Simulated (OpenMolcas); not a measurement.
# Cu5+: effect of the active space

```json
{
  "Program": "OpenMolcas",
  "Method": "CASSCF or its RAS form",
  "Basis": "ANO-RCC-VQZP",
  "Scalar Hamiltonian": "DKH2, point nucleus",
  "Spin-orbit coupling": "state interaction with AMFI integrals over the reference wave functions, term energies averaged over their components"
}
```

A. 6 electrons in 5 orbitals (3d); 2S+1 = 5 even, 5 roots; 2S+1 = 3 even, 45 roots; 2S+1 = 1 even, 50 roots; cost of the order of 22 core-seconds
B. 12 electrons in 8 orbitals (RAS1 3p, at most 2 holes; RAS2 3d); 2S+1 = 5 even, 5 roots; 2S+1 = 3 even, 45 roots; 2S+1 = 1 even, 44 roots; cost of the order of 50 core-seconds

Energies in cm-1 above 3d6 5D4, the measured ground level; measured values from Sugar and Musgrove, J. Phys. Chem. Ref. Data 19, 527 (1990).

| Level | A | B | Measured |
| --- | --- | --- | --- |
| 3d6 5D4 | 0.0 | 0.0 | 0.0 |
| 3d6 5D3 | 1122 | 1131 | 1196 |
| 3d6 5D2 | 1890 | 1890 | 1987 |
| 3d6 5D1 | 2379 | 2372 | 2490 |
| 3d6 5D0 | 2618 | 2607 | 2733 |
| 3d6 3H6 | 32906 | 35017 | 30418 |
| 3d6 3H5 | 33439 | 35488 | 31009 |
| 3d6 3P2(1) | 35705 | 31351 | 29285 |
| 3d6 3F3(1) | 38177 | 36320 | 33296 |
| 3d6 3F2(1) | 38681 | 36767 | 33740 |
| 3d6 3P1(1) | 38985 | 34693 | 32685 |
| 3d6 3P0(1) | 40205 | 35843 | 33868 |
| 3d6 3G5 | 41535 | 41842 | 37378 |
| 3d6 3G4 | 42646 | 42812 | 38469 |
| 3d6 3G3 | 43039 | 43184 | 38907 |
| 3d6 1I6 | 49776 | 52843 | 46406 |
| 3d6 1G4(1) | 52770 | 50581 | 47612 |
| 3d6 3D1 | 53546 | 51104 | 46848 |
| 3d6 3D2 | 53552 | 51092 | 46714 |
| 3d6 3D3 | 53882 | 51464 | 47119 |
| 3d6 1F3 | 74770 | 72349 | 64968 |
| 3d6 3P0(2) | 87231 | 81616 | 74712 |
| 3d6 3F2(2) | 88228 | 83643 | 77145 |
| 3d6 3P1(2) | 88262 | 82635 | 75774 |

Deviations, from unrounded energies. A percentage is the sum of absolute deviations over the sum of measured energies, with the sign that they share, or ± where signs differ.

```json
{"Against measurement": "mean absolute deviation (cm-1)", "Levels": "23", "A": "5300", "B": "3700"}
{"Against measurement": "fine structure of the ground term (%)", "Levels": "4", "A": "-4.7", "B": "-4.8"}
{"Against measurement": "other terms of the ground configuration (%)", "Levels": "19", "A": "+14.0", "B": "+9.7"}
```

B lies closest to measurement on these levels. The largest miss of B in the table is 3d6 1F3, by +7400 cm-1. The ranking rests on the paired levels alone, and a cruder setting can come out closer through cancelling errors.

The spin-orbit steps hold different terms of 3d6 (B lacks a 1D, a 1S), which shifts levels as well.

Between A and B the level of the table that moves most is 3d6 3P1(2), by 5600 cm-1 (lowest in B, highest in A).

Without dynamic correlation excited terms often stand tens of per cent too high (terms of higher spin than the ground term too low), and those without a measured partner can miss by more than the paired ones. Active for correlation alone: 3p; no level in the range computed is led by a configuration that opens it, so any true level of that kind is missing (holds for B). Computed and measured levels are paired by configuration, term and J; levels that our copy of the source lacks, or whose pairing is in doubt (as where it misses far off the trend of its configuration), stay unpaired and out of the deviations. Only configurations of the active space appear. The table leaves out levels that lie high or whose names do not pair safely across all columns.

A number in round brackets counts repeated terms of one configuration in the order of the reference energies.
